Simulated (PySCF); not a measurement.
Species: C₃H₇F₃OSi.
Atom-mapped SMILES: `[CH3:1][CH2:2][O:3][SiH2:4][C:5]([F:6])([F:7])[F:8]` (hydrogens: H9, H10, H11 on C1; H12, H13 on C2; H14, H15 on Si4)

The same species was optimised twice, with GFN2-xTB and with PBE0-D3(BJ)/def2-SVP (PySCF), and the same property calculations (PySCF, gas phase) were run on both structures.

| coordinate | GFN2-xTB | PBE0-D3(BJ)/def2-SVP | change |
| --- | --- | --- | --- |
| O3–Si4 (Å) | 1.598 | 1.650 | +0.052 |
| Si4–C5 (Å) | 1.959 | 1.933 | -0.026 |
| C1–C2 (Å) | 1.519 | 1.509 | -0.010 |
| C5–F6 (Å) | 1.349 | 1.340 | -0.009 |
| C5–F7 (Å) | 1.356 | 1.348 | -0.008 |
| C5–F8 (Å) | 1.348 | 1.342 | -0.006 |
| C2–O3 (Å) | 1.414 | 1.417 | +0.003 |
| C2–O3–Si4 (°) | 136.5 | 125.8 | -10.7 |
| Si4–C5–F8 (°) | 114.2 | 111.4 | -2.8 |
| F7–C5–F8 (°) | 105.6 | 107.1 | +1.5 |
| F6–C5–F7 (°) | 105.5 | 107.0 | +1.5 |
| F6–C5–F8 (°) | 105.9 | 107.3 | +1.4 |
| Si4–C5–F6 (°) | 113.0 | 112.4 | -0.6 |
| Si4–C5–F7 (°) | 111.9 | 111.4 | -0.5 |
| O3–Si4–C5 (°) | 109.0 | 109.6 | +0.6 |
| C1–C2–O3–Si4 (°) | -163 | 179 | -18 |
| C2–O3–Si4–C5 (°) | 55 | 65 | +10 |
| O3–Si4–C5–F6 (°) | 70 | 59 | -11 |

Rotational constants: A = 2999, B = 928.6, C = 844.9 MHz (GFN2-xTB) against A = 3126, B = 912.5, C = 838.1 MHz (PBE0-D3(BJ)/def2-SVP). Point groups within 0.08 Å: C1 and C1.

On the GFN2-xTB structure: HOMO (eV) -8.53 [PBE0/pcSseg-1]; LUMO (eV) 0.18 [PBE0/pcSseg-1]; dipole (D) 2.61 [PBE0/pcSseg-1]; GIAO shielding of C1 (ppm) 166.7 [PBE0/pcSseg-1]; GIAO shielding of C2 (ppm) 122.4 [PBE0/pcSseg-1]; GIAO shielding of O3 (ppm) 308.9 [PBE0/pcSseg-1]; GIAO shielding of Si4 (ppm) 389.8 [PBE0/pcSseg-1]; GIAO shielding of C5 (ppm) 48.1 [PBE0/pcSseg-1]; GIAO shielding of F6/F7/F8 (mean) (ppm) 247.5 [PBE0/pcSseg-1].

What do these properties become on the PBE0-D3(BJ)/def2-SVP structure?

```tsv
property	level	on GFN2-xTB	on PBE0-D3(BJ)/def2-SVP	change
HOMO (eV)	PBE0/pcSseg-1	-8.53	-8.46	+0.07
LUMO (eV)	PBE0/pcSseg-1	0.18	0.22	+0.04
dipole (D)	PBE0/pcSseg-1	2.61	2.14	-0.47
energy, GFN2-xTB geometry as zero (kcal/mol)	PBE0/pcSseg-1	0.0	-3.3	-3.3
GIAO shielding of C1 (ppm)	PBE0/pcSseg-1	166.7	164.8	-1.9
GIAO shielding of C2 (ppm)	PBE0/pcSseg-1	122.4	120.5	-1.9
GIAO shielding of O3 (ppm)	PBE0/pcSseg-1	308.9	302.1	-6.8
GIAO shielding of Si4 (ppm)	PBE0/pcSseg-1	389.8	383.1	-6.7
GIAO shielding of C5 (ppm)	PBE0/pcSseg-1	48.1	51.3	+3.2
GIAO shielding of F6/F7/F8 (mean) (ppm)	PBE0/pcSseg-1	247.5	253.2	+5.7
```

The heavy atoms differ by 0.113 Å rms after alignment. Among bonds between heavy atoms O3–Si4 changes most (+0.052 Å). Changes are differences of the printed values. Neither structure is proved a minimum here.

The values belong to the conformer `[CH3:1][CH2:2][O:3][SiH2:4][C:5]([F:6])([F:7])[F:8]`: C1–C2–O3–Si4 179°, C2–O3–Si4–C5 65°, O3–Si4–C5–F6 59°.
